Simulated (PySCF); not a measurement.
**Two-component Hartree-Fock for Ni⁺ (nickel, charge +1)**

Start: [Ar] 3d9; 3d3/2 filled at m_j = -1/2, +1/2, +3/2; 3d5/2 filled at m_j = -5/2, -3/2, -1/2, +1/2, +3/2, +5/2. Calculated with PySCF 2.14 in x2c-QZVPPall-2c: generalised Hartree-Fock with the X2C-1e Hamiltonian and a Gaussian nucleus; one run each with spin-orbit coupling (SO) screened by Boettger's factors, then bare. This is a chosen level, not necessarily the ground level.

```json
{"spinor shell": "1s1/2", "electrons": "2", "ε, screened SO (eV)": "-8405.3", "ε, bare SO (eV)": "-8405.3", "weight of nominal j (bare SO)": "1.000", "rms radius, bare SO (bohr)": "0.0624"}
{"spinor shell": "2s1/2", "electrons": "2", "ε, screened SO (eV)": "-1052.8", "ε, bare SO (eV)": "-1052.8", "weight of nominal j (bare SO)": "1.000", "rms radius, bare SO (bohr)": "0.265"}
{"spinor shell": "2p1/2", "electrons": "2", "ε, screened SO (eV)": "-913.87", "ε, bare SO (eV)": "-914.85", "weight of nominal j (bare SO)": "1.000", "rms radius, bare SO (bohr)": "0.236"}
{"spinor shell": "2p3/2", "electrons": "4", "ε, screened SO (eV)": "-896.45", "ε, bare SO (eV)": "-896.02", "weight of nominal j (bare SO)": "1.000", "rms radius, bare SO (bohr)": "0.239"}
{"spinor shell": "3s1/2", "electrons": "2", "ε, screened SO (eV)": "-138.37", "ε, bare SO (eV)": "-138.38", "weight of nominal j (bare SO)": "1.000", "rms radius, bare SO (bohr)": "0.801"}
{"spinor shell": "3p1/2", "electrons": "2", "ε, screened SO (eV)": "-93.034", "ε, bare SO (eV)": "-93.140", "weight of nominal j (bare SO)": "0.950", "rms radius, bare SO (bohr)": "0.850"}
{"spinor shell": "3p3/2", "electrons": "4", "ε, screened SO (eV)": "-92.457", "ε, bare SO (eV)": "-92.421", "weight of nominal j (bare SO)": "0.975", "rms radius, bare SO (bohr)": "0.860"}
{"spinor shell": "3d3/2", "electrons": "3", "ε, screened SO (eV)": "-20.650", "ε, bare SO (eV)": "-20.909", "weight of nominal j (bare SO)": "0.693", "rms radius, bare SO (bohr)": "1.20"}
{"spinor shell": "3d5/2", "electrons": "6", "ε, screened SO (eV)": "-20.835", "ε, bare SO (eV)": "-20.705", "weight of nominal j (bare SO)": "0.846", "rms radius, bare SO (bohr)": "1.20"}
```

| quantity | screened SO | bare SO |
| --- | --- | --- |
| E (hartree) | -1518.84132 | -1518.84434 |
| M_J | 3/2 | 3/2 |
| ⟨J²⟩ | 3.808 | 3.782 |
| ⟨L²⟩ | 6.010 | 6.010 |
| ⟨S²⟩ | 0.753 | 0.754 |

Each row is a mean over spinors that exchange with the open shell spreads, by up to 5.752 eV (3p1/2).

Rows whose weight is well below 1 are mixtures of j = l ± 1/2: exchange outweighs spin-orbit coupling there, and the label is only the starting occupation.
